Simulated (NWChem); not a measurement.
System: SbCl$_{3}$; SMILES [Cl][Sb]([Cl])[Cl]

Here is an NWChem input.

```
start job
memory heap 200 mb stack 900 mb global 1100 mb
geometry units angstroms noautosym nocenter noautoz
  Sb     0.000000     0.000000     0.559077
  Cl    -1.973087     0.592123    -0.599288
  Cl     1.499337     1.412682    -0.599288
  Cl     0.473750    -2.004805    -0.599288
end
basis spherical
  * library def2-svpd
end
ecp
  Sb library def2-ecp
end
dft
  xc pbe0
  iterations 150
end
property
  response 1 0.0
end
task dft property
```

Output (shortened):

```
             Northwest Computational Chemistry Package (NWChem) 7.3.0
             --------------------------------------------------------

                             Geometry "geometry" -> ""
                             -------------------------

 Output coordinates in angstroms (scale by  1.889725989 to convert to a.u.)

  No.       Tag          Charge          X              Y              Z
 ---- ---------------- ---------- -------------- -------------- --------------
    1 Sb                  51.0000     0.00000000     0.00000000     0.55907700
    2 Cl                  17.0000    -1.97308700     0.59212300    -0.59928800
    3 Cl                  17.0000     1.49933700     1.41268200    -0.59928800
    4 Cl                  17.0000     0.47375000    -2.00480500    -0.59928800

 Effective nuclear repulsion energy (a.u.)     710.9702383995

                                 NWChem DFT Module
                                 -----------------

 Summary of "ao basis" -> "ao basis" (spherical)
 ------------------------------------------------------------------------------
       Tag                 Description            Shells   Functions and Types
 ---------------- ------------------------------  ------  ---------------------
 Sb                        def2-svpd                12       32   5s4p3d
 Cl                        def2-svpd                11       27   5s4p2d

            General Information
            -------------------
          SCF calculation type: DFT
          Wavefunction type:  closed shell.
          No. of atoms     :     4
          No. of electrons :    74
           Alpha electrons :    37
            Beta electrons :    37
          Charge           :     0
          Spin multiplicity:     1
          Use of symmetry is: off; symmetry adaption is: off
          Maximum number of iterations: 150
          AO basis - number of functions:   113
                     number of shells:    45
          Convergence on energy requested:  1.00D-06
          Convergence on density requested:  1.00D-05
          Convergence on gradient requested:  5.00D-04

              XC Information
              --------------
                         PBE0 Method XC Functional
                     Hartree-Fock (Exact) Exchange  0.250
          PerdewBurkeErnzerhof Exchange Functional  0.750
            Perdew 1991 LDA Correlation Functional  1.000 local
           PerdewBurkeErnz. Correlation Functional  1.000 non-local

             Grid Information
             ----------------
          Grid used for XC integration:  medium
          Radial quadrature: Mura-Knowles
          Angular quadrature: Lebedev.
          Tag              B.-S. Rad. Rad. Pts. Rad. Cut. Ang. Pts.
          ---              ---------- --------- --------- ---------
          Sb                  1.45      123          11.0       590
          Cl                  1.00       88          13.0       590
          Grid pruning is: on
          Number of quadrature shells:   387
          Spatial weights used:  Erf1

      Superposition of Atomic Density Guess
      -------------------------------------

 Sum of atomic energies:       -1655.59726739

      Non-variational initial energy
      ------------------------------

 Total energy =   -1617.582699
 1-e energy   =   -3104.944589
 2-e energy   =    1096.132907
 HOMO         =      -0.310523
 LUMO         =      -0.002700

   convergence    iter        energy       DeltaE   RMS-Dens  Diis-err
 ---------------- ----- ----------------- --------- --------- ---------
 d= 0,ls=0.0,diis     1  -1620.0079389305 -2.01D+03  1.83D-02  6.69D-01
 d= 0,ls=0.0,diis     2  -1619.8879434407  1.20D-01  1.01D-02  1.39D+00
 d= 0,ls=0.0,diis     3  -1620.1092717579 -2.21D-01  1.10D-03  1.14D-02
 d= 0,ls=0.0,diis     4  -1620.1107543650 -1.48D-03  3.38D-04  1.38D-03
 d= 0,ls=0.0,diis     5  -1620.1109440178 -1.90D-04  5.14D-05  1.69D-05
  Resetting Diis
 d= 0,ls=0.0,diis     6  -1620.1109467513 -2.73D-06  1.15D-05  2.40D-06
 d= 0,ls=0.0,diis     7  -1620.1109471339 -3.83D-07  4.24D-06  5.96D-08

         Total DFT energy =    -1620.110947133874
      One electron energy =    -3105.062858213621
           Coulomb energy =     1197.420924953720
    Exchange-Corr. energy =     -103.697997205164
 Nuclear repulsion energy =      391.228983331190

 Numeric. integr. density =       74.000000162050

                       DFT Final Molecular Orbital Analysis
                       ------------------------------------

 Vector   35  Occ=2.000000D+00  E=-3.478699D-01
              MO Center=  5.3D-01, -3.7D-01, -5.4D-01, r^2= 5.0D+00
   Bfn.  Coefficient  Atom+Function         Bfn.  Coefficient  Atom+Function
  ----- ------------  ---------------      ----- ------------  ---------------
    99      0.341620  4 Cl py                72      0.287862  3 Cl py
   100     -0.286493  4 Cl pz                96      0.258429  4 Cl py
    73      0.238923  3 Cl pz                97     -0.224828  4 Cl pz
    69      0.220257  3 Cl py                45      0.217652  2 Cl py
    70      0.187497  3 Cl pz                42      0.170402  2 Cl py

 Vector   36  Occ=2.000000D+00  E=-3.428787D-01
              MO Center=  2.1D-05, -1.4D-05, -5.7D-01, r^2= 5.4D+00
   Bfn.  Coefficient  Atom+Function         Bfn.  Coefficient  Atom+Function
  ----- ------------  ---------------      ----- ------------  ---------------
    98     -0.359643  4 Cl px                45      0.353945  2 Cl py
    95     -0.277375  4 Cl px                42      0.272981  2 Cl py
    72     -0.268966  3 Cl py                71      0.253419  3 Cl px
    69     -0.207441  3 Cl py                68      0.195450  3 Cl px
    92     -0.159493  4 Cl px                39      0.156967  2 Cl py

 Vector   37  Occ=2.000000D+00  E=-3.217160D-01
              MO Center=  1.6D-06, -1.6D-06, -1.8D-02, r^2= 5.1D+00
   Bfn.  Coefficient  Atom+Function         Bfn.  Coefficient  Atom+Function
  ----- ------------  ---------------      ----- ------------  ---------------
     3      0.383506  1 Sb s                  4      0.369191  1 Sb s
    46     -0.312478  2 Cl pz                73     -0.312478  3 Cl pz
   100     -0.312479  4 Cl pz                14      0.286631  1 Sb pz
    43     -0.229094  2 Cl pz                70     -0.229094  3 Cl pz
    97     -0.229094  4 Cl pz                 1     -0.171889  1 Sb s

 Vector   38  Occ=0.000000D+00  E=-8.287811D-02
              MO Center=  1.3D-02, -3.2D-02,  4.7D-01, r^2= 4.5D+00
   Bfn.  Coefficient  Atom+Function         Bfn.  Coefficient  Atom+Function
  ----- ------------  ---------------      ----- ------------  ---------------
    13      0.576329  1 Sb py                16      0.469571  1 Sb py
   100      0.232168  4 Cl pz                99      0.192689  4 Cl py
    10     -0.188085  1 Sb py                29      0.187846  1 Sb d -1
    71      0.168168  3 Cl px                90      0.156667  4 Cl s
     7     -0.150110  1 Sb py                97      0.148779  4 Cl pz

 Vector   39  Occ=0.000000D+00  E=-8.287804D-02
              MO Center= -1.3D-02,  3.2D-02,  4.7D-01, r^2= 4.5D+00
   Bfn.  Coefficient  Atom+Function         Bfn.  Coefficient  Atom+Function
  ----- ------------  ---------------      ----- ------------  ---------------
    12      0.576329  1 Sb px                15      0.469570  1 Sb px
    46      0.210414  2 Cl pz                73     -0.191713  3 Cl pz
     9     -0.188085  1 Sb px                31     -0.187846  1 Sb d  1
    72      0.175896  3 Cl py                44      0.155809  2 Cl px
     6     -0.150110  1 Sb px                36      0.141985  2 Cl s

 Vector   40  Occ=0.000000D+00  E=-7.928213D-02
              MO Center= -8.8D-06, -3.8D-06,  1.6D-01, r^2= 5.2D+00
   Bfn.  Coefficient  Atom+Function         Bfn.  Coefficient  Atom+Function
  ----- ------------  ---------------      ----- ------------  ---------------
     4      0.562616  1 Sb s                 14     -0.520871  1 Sb pz
     3      0.504336  1 Sb s                  5     -0.487004  1 Sb s
    17     -0.445426  1 Sb pz                99     -0.292261  4 Cl py
    44     -0.287638  2 Cl px                71      0.218571  3 Cl px
    72      0.205937  3 Cl py                 1     -0.187385  1 Sb s

     Multipole analysis of the density
     ---------------------------------

     L   x y z        total         alpha         beta         nuclear
     -   - - -        -----         -----         ----         -------
     0   0 0 0     -0.000000    -37.000000    -37.000000     74.000000

     1   1 0 0     -0.000002     -0.000001     -0.000001      0.000000
     1   0 1 0      0.000005      0.000003      0.000003      0.000000
     1   0 0 1      1.096733     17.277088     17.277088    -33.457442

     2   2 0 0    -49.421068   -217.929911   -217.929911    386.438753
     2   1 1 0     -0.000005      0.000003      0.000003     -0.000010
     2   1 0 1      0.000003      0.000001      0.000001     -0.000000
     2   0 2 0    -49.421088   -217.929931   -217.929931    386.438774
     2   0 1 1      0.000000      0.000000      0.000000     -0.000000
     2   0 0 2    -45.785213    -68.433487    -68.433487     91.081761

 *** CALLING NEW AORESP DRIVER FOR CLOSED AND OPEN SHELLS ***
 Entering AOResponse driver routine

--------------------------------------------------------------------------------

          -----------------------------------------------
          Solving response equations for perturbing field
          -----------------------------------------------

 number of frequencies:     1
 frequency in a.u.:  0.0000000E+00
 Perturbing field: electric
 Using El. Dipole Length Gauge

 Setting up CPKS with frequency omega =      0.00000000 a.u.

 STATIC response

                                NWChem CPHF Module
                                ------------------

  scftype          =     RHF
  nclosed          =       37
  nopen            =        0
  variables        =     2812
  # of vectors     =        3
  tolerance        = 0.10D-03
  level shift      = 0.00D+00
  max iterations   =       50
  max subspace     =       30

 SCF residual:    3.4693412120004547E-004

Iterative solution of linear equations
  No. of variables     2812
  No. of equations        3
  Maximum subspace       30
        Iterations       50
       Convergence  1.0D-04

   iter   nsub   residual    time
   ----  ------  --------  ---------
     1      3    4.75D+00      32.3
     2      6    1.42D+00      38.3
     3      9    5.00D-01      42.9
     4     12    5.12D-02      48.0
     5     15    8.16D-03      52.6
     6     18    3.30D-03      57.3
     7     21    2.31D-04      63.8
     8     24    6.97D-05      68.8

 Electric Dipole Response Matrix (nonzero elements):

              1        2        3
    1   91.4864   0.0001  -0.0001
    2    0.0001  91.4867   0.0001
    3   -0.0001   0.0001  70.1508

 ------------------------------------------
 average:        84.37464 + I       0.00000

 DFT Linear Response polarizability / au
 Frequency  =       0.0000000 / au
              X              Y              Z
 -----------------------------------------------
 X      91.4864479      0.0001306     -0.0000593
 Y       0.0001306     91.4867035      0.0000762
 Z      -0.0000593      0.0000762     70.1507636
 -----------------------------------------------
 Eigenvalues =      91.4863930     91.4867584     70.1507636
 Isotropic   =      84.3746383
 Anisotropic =      21.3358121
 -----------------------------------------------

 Magnetic Dipole Response Matrix (nonzero elements):

 Exiting AOResponse driver routine
```

Level: PBE0/def2-SVPD with def2 effective core potentials on Sb. The geometry was optimised at PBE0/def2-SVP. No frequency run checked for a minimum. def2 effective core potentials on Sb; no spin-orbit coupling.
